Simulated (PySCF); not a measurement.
SMILES CC(C)OC(=C=O)CF, C₆H₉FO₂

Geometry:
```
atom   x (Å)   y (Å)   z (Å)
  C1  -2.040   0.134   1.107
  C2  -0.839  -0.196   0.230
  C3  -1.190  -0.136  -1.254
  O4   0.165   0.772   0.570
  C5   1.418   0.552   0.026
  C6   1.829   1.250  -1.002
  O7   2.248   1.916  -1.858
  C8   2.274  -0.558   0.580
  F9   2.100  -1.735  -0.125
 H10  -1.757   0.102   2.155
 H11  -2.396   1.134   0.876
 H12  -2.838  -0.581   0.930
 H13  -0.467  -1.203   0.474
 H14  -2.005  -0.821  -1.468
 H15  -0.333  -0.418  -1.862
 H16  -1.494   0.874  -1.521
 H17   3.339  -0.319   0.518
 H18   1.978  -0.763   1.613
```

Theory: PySCF, GIAO B3LYP/pcSseg-1 magnetisability, rotational g tensor and spin-rotation constants, non-relativistic, gas phase. Geometry: GFN2-xTB.

Q: Give the nuclear spin-rotation constants along the inertial axes (H = +C I·J) beside the isotropic shieldings.

A: Rotational constants 1.9716, 1.1591, 0.9133 GHz. A star marks the isotopologue with that one atom substituted, in its own axes.
| atom | isotope | Caa (kHz) | Cbb (kHz) | Ccc (kHz) | mean (kHz) | σ (ppm) |
| --- | --- | --- | --- | --- | --- | --- |
| F9 | 19F | 1.337 | 0.168 | 0.658 | 0.721 | 382.5 |
| H10 | 1H | -0.206 | -0.084 | -0.013 | -0.101 | 30.2 |
| H11 | 1H | -0.204 | 0.018 | -0.100 | -0.096 | 30.5 |
| H12 | 1H | -0.065 | -0.126 | -0.056 | -0.083 | 30.7 |
| H13 | 1H | -0.176 | 0.047 | -0.092 | -0.073 | 27.8 |
| H14 | 1H | -0.078 | -0.131 | -0.050 | -0.086 | 30.9 |
| H15 | 1H | 0.002 | -0.134 | -0.065 | -0.066 | 29.8 |
| H16 | 1H | -0.233 | 0.019 | -0.099 | -0.104 | 31.1 |
| H17 | 1H | 0.125 | -0.097 | -0.097 | -0.023 | 26.0 |
| H18 | 1H | -0.071 | -0.043 | -0.050 | -0.055 | 26.1 |
| C1 | 13C* | 0.284 | 0.208 | 0.146 | 0.213 | 155.6 |
| C2 | 13C* | 0.450 | 0.308 | 0.213 | 0.324 | 101.9 |
| O4 | 17O* | -0.360 | -0.081 | -0.077 | -0.173 | 259.7 |
| C5 | 13C* | 0.453 | 0.361 | 0.188 | 0.334 | 97.9 |
| C6 | 13C* | 0.905 | 0.507 | 0.463 | 0.625 | -47.4 |
| O7 | 17O* | -0.741 | -0.509 | -0.460 | -0.570 | -144.1 |
| C8 | 13C* | 0.624 | 0.311 | 0.179 | 0.371 | 89.1 |

For the geometry as given, no vibrational averaging.
